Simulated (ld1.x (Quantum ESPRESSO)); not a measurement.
**Pseudopotential generation for P: TM, PBEsol, scalar-relativistic.**

* Element: P
* Generator: ld1.x (Quantum ESPRESSO) 7.5
* Type: norm-conserving Troullier–Martins (Kleinman–Bylander form)
* Functional: PBEsol
* Relativity: scalar-relativistic
* Frozen core: [Ne]
* Valence charge: 5
* Reference configuration: 3s2 3p3
* Partial waves: 3s (bound): rc 1.15 bohr; 3p (bound): rc 1.55 bohr
* Local potential: all-electron potential smoothed inside 1.30 bohr (lloc = -1)
* Core correction: none

All-electron outer shells of the reference configuration (PBEsol, scalar-relativistic, ld1.x):

```csv
shell,level (eV),outermost node (bohr),outermost maximum (bohr)
2s,-173.57,0.14,0.42
2p,-124.33,–,0.36
3s,-13.92,0.66,1.58
3p,-5.48,0.64,1.83
```

(1) Estimate the cutoffs (Ry, on a coarse ladder) from which the occupation-weighted sum of valence levels, in a spherical-Bessel basis at the reference potential, stays within 10 and 1 mRy of its value at 400 Ry.

(2) Does the potential have ghost states?

(3) Which valence shell sets the plane-wave cutoff?

(4) Tests: 3s2 3p2; 3s2 3p1; 3s2 3p0; 3s2 3p3.3; 3s2 3p2.5; 3s1 3p3; 3s0 3p5. Which has the largest error in its energy relative to the reference configuration, and how large is it?

Answers

(1) 55 Ry and 140 Ry.

(2) No extra level below or beside the all-electron valence levels (s, p, d, f tested).

(3) 3s: its level needs 110 Ry to come within 1 mRy, against 12 Ry for 3p.

(4) 3s2 3p0, with +143 meV (all-electron minus pseudo) on +58.52 eV.
